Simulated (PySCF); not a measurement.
Isomers C$_{4}$H$_{9}$NOSi$_{2}$:

A. `C=C[SiH2][C@@H](C#N)O[SiH3]`
B. `c1(N[SiH3])coc([SiH3])c1`
C. `[SiH3][C@]1(/C=N\[H])C=CO[SiH2]1`
D. `N#C[Si@H]1CC[SiH2]OC1`
E. `[SiH2]([SiH3])CC1=NC=CO1`

Spectrum 1. 1H NMR (300 MHz, computed): δ 5.08 (m, 1H), 4.76 (m, 1H), 4.50 (m, 1H), 4.43 (m, 1H), 4.23 (m, 1H), 1.80 (m, 1H), 1.46 (m, 1H), 0.96 (m, 1H), 0.85 (m, 1H). 13C{1H} NMR (computed): δ 124.3 (C), 56.0 (CH2), 8.7 (CH2), 8.2 (CH2).

Spectrum 2. 1H NMR (300 MHz, computed): δ 6.64 (m, 1H), 6.60 (m, 1H), 6.26 (m, 1H), 4.98 (s, 3H), 4.70 (m, 1H), 4.49 (m, 1H), 4.23 (m, 1H). 13C{1H} NMR (computed): δ 146.7 (CH2), 135.9 (CH), 123.5 (C), 51.0 (CH).

Spectrum 3. 1H NMR (300 MHz, computed): δ 7.52 (m, 1H), 6.78 (m, 1H), 4.85 (s, 3H), 4.43 (s, 3H), 2.52 (br s, 1H). 13C{1H} NMR (computed): δ 153.2 (C), 141.7 (C), 137.0 (CH), 119.9 (CH).

Spectrum 4. 1H NMR (300 MHz, computed): δ 9.80 (br s, 1H), 8.15 (s, 1H), 6.53 (d, 1H), 5.49 (d, 1H), 5.41 (m, 1H), 5.37 (m, 1H), 3.97 (s, 3H). 13C{1H} NMR (computed): δ 180.0 (CH), 154.8 (CH), 111.8 (CH), 42.1 (C).

Spectrum 5. 1H NMR (300 MHz, computed): δ 7.49 (m, 1H), 7.27 (m, 1H), 4.16 (m, 2H), 3.87 (t, 3H), 2.38 (t, 2H). 13C{1H} NMR (computed): δ 172.3 (C), 142.5 (CH), 134.1 (CH), 11.9 (CH2).

Averaged over atoms made equivalent by symmetry, fast rotation or ring inversion, non-relativistic, single conformer, no solvent. GFN2-xTB structure; GIAO PBE0/pcSseg-1 shieldings; PySCF 2.14.

δ = σ(ref) − σ, references computed at the same level: 1H and 13C against TMS. Where no couplings were computed, multiplicities follow the n + 1 count of equivalent neighbours, and m marks all less simple cases (inequivalent or close neighbours, rings, F or P nearby). Shifts are as computed. Against solution values, carbons near 30 ppm lie about +3 ppm off and those near 130 ppm about +5 ppm. Of 1211 compounds with measured shifts, 218 miss one by over three times the rms of a fit or turn the order of signals round; such compounds aren't used in these exercises. OH and NH positions are gas-phase values without hydrogen bonding to other molecules.

**Question.** Match each spectrum to its structure.

**Answer.** 1–D, 2–A, 3–B, 4–C, 5–E.

- Spectrum 1 (D): 4 13C signals; δC 124.3 is a nitrile carbon; δC 56.0 is an sp3 CH2 bonded to O and Si.
- Spectrum 2 (A): 4 13C signals; δC 146.7 is a terminal =CH2 carbon; δC 135.9 is an alkene CH.
- Spectrum 3 (B): 4 13C signals; δC 141.7 is an aromatic carbon bearing nitrogen; δC 119.9 is an aromatic CH.
- Spectrum 4 (C): 4 13C signals; δC 154.8 is an alkene carbon bearing oxygen; δC 111.8 is a β carbon of an enol-ether or enamine type C=C.
- Spectrum 5 (E): 4 13C signals; δC 11.9 is an sp3 CH2 bonded to Si, on an aromatic ring; δH 7.49 is the hydrogen on an aromatic CH next to the ring oxygen.
